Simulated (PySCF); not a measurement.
A side-by-side comparison of computed properties.

First species: C₆H₇NO₂P (charge -1).
Cartesian coordinates in Å at the PBE0-D3(BJ)/def2-SVP level; atoms count from 1:
```
atom  x, y, z in Å
C1    -2.365   -1.322    0.300
P2    -1.802    0.353    0.802
O3    -2.011    0.531    2.288
O4    -2.283    1.367   -0.211
C5     0.040    0.243    0.565
C6     0.782    1.401    0.871
C7     2.159    1.395    0.721
C8     2.777    0.225    0.266
C9     1.966   -0.871   -0.012
N10    0.641   -0.872    0.129
H11   -2.128   -1.519   -0.755
H12   -1.909   -2.098    0.930
H13   -3.458   -1.340    0.437
H14    0.243    2.285    1.221
H15    2.752    2.285    0.952
H16    3.860    0.165    0.131
H17    2.417   -1.807   -0.371
```

Second species: Ni(AsH3)4 (singlet state).
SMILES: `[AsH3]->[Ni](<-[AsH3])(<-[AsH3])<-[AsH3]`

Levels: B3LYP/def2-SVPD for HOMO energy, LUMO energy, HOMO–LUMO gap, static isotropic polarisability and electronic spatial extent ⟨r²⟩ about the centre of nuclear charge; TDDFT B3LYP/def2-SVPD for lowest singlet excitation; TDA B3LYP/def2-SVPD for lowest triplet excitation (Tamm–Dancoff); PBE0-D3(BJ)/def2-SVP for rotational constant A and rotational constant C. Geometries: PBE0-D3(BJ)/def2-SVP. Each species is one conformer at its optimised geometry, gas phase, non-relativistic unless stated; the electronic structure was computed with PySCF and density fitting.

The conformers computed, where there is a choice (atom-mapped SMILES and torsion angles):
- `[CH3:1][P@:2](=[O:3])([O-:4])[c:5]1[cH:6][cH:7][cH:8][cH:9][n:10]1`: C1–P2–C5–C6 180°

```tsv
property	column X	column Y
HOMO energy	-2.24 eV	-5.26 eV
LUMO energy	2.39 eV	-0.34 eV
HOMO–LUMO gap	4.63 eV	4.92 eV
lowest singlet excitation	3.72 eV	3.88 eV
lowest triplet excitation (Tamm–Dancoff)	3.40 eV	3.51 eV
static isotropic polarisability	117.3 au	179.8 au
electronic spatial extent ⟨r²⟩ about the centre of nuclear charge	1686 bohr²	3016 bohr²
rotational constant A	2.452 GHz	0.471 GHz
rotational constant C	0.711 GHz	0.465 GHz
```

Problem. Which column belongs to which species?

Solution. Column X is the first species and column Y the second. The first has 17 atoms and 82 electrons, the second 17 and 172; their charges are -1 and 0, their HOMO energies -2.24 eV and -5.26 eV.

Problem. How does each property change from the first species to the second?

Solution. HOMO energy -3.02 eV; LUMO energy -2.73 eV; HOMO–LUMO gap +0.29 eV; lowest singlet excitation +0.16 eV; lowest triplet excitation (Tamm–Dancoff) +0.11 eV; static isotropic polarisability +62.5 au; electronic spatial extent ⟨r²⟩ about the centre of nuclear charge +1330 bohr²; rotational constant A -1.981 GHz; rotational constant C -0.246 GHz.

On the first: The vertical singlet–triplet gap S1 − T1 is 0.32 eV (TDDFT singlet less Tamm–Dancoff triplet; S1: HOMO→LUMO, weight 0.97; T1: HOMO→LUMO, weight 0.79). The 10 singlets span 3.72 to 5.07 eV, and their oscillator strengths add up to 0.17.

On the second: The vertical singlet–triplet gap S1 − T1 is 0.37 eV (TDDFT singlet less Tamm–Dancoff triplet). The polarisability is 26.65 Å³ as a volume (1 au = 0.148185 Å³), or 1.05 au for each of the 172 electrons. The calculation is non-relativistic and has no spin–orbit coupling, an omission that weighs most on arsenic.
